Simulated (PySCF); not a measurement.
Ligand exchange on a metal centre used in film growth or etching (Ti Cl-OH). All species are isolated molecules in the gas phase. One relaxed conformer stands for each flexible species; it need not be the lowest.

Level of theory: TPSSh-D3(BJ)/def2-TZVP // BP86-D3(BJ)/def2-SVP in PySCF. All candidates: neutral, multiplicity 1. 

```json
{
 "HOMO": "-7.87 eV",
 "HOMO–LUMO gap": "5.41 eV",
 "LUMO": "-2.45 eV"
}
```

Question: Name which member has these values.
A. [Ti(Cl)2(OH)2]
B. [Ti(Cl)(OH)3]
C. [Ti(Cl)3(OH)]
D. [Ti(OH)4]

Answer: B, [Ti(Cl)(OH)3]. The others give [Ti(Cl)2(OH)2]: -8.10 eV, 5.04 eV, -3.06 eV; [Ti(Cl)3(OH)]: -8.48 eV, 4.78 eV, -3.70 eV; [Ti(OH)4]: -8.06 eV, 6.27 eV, -1.79 eV
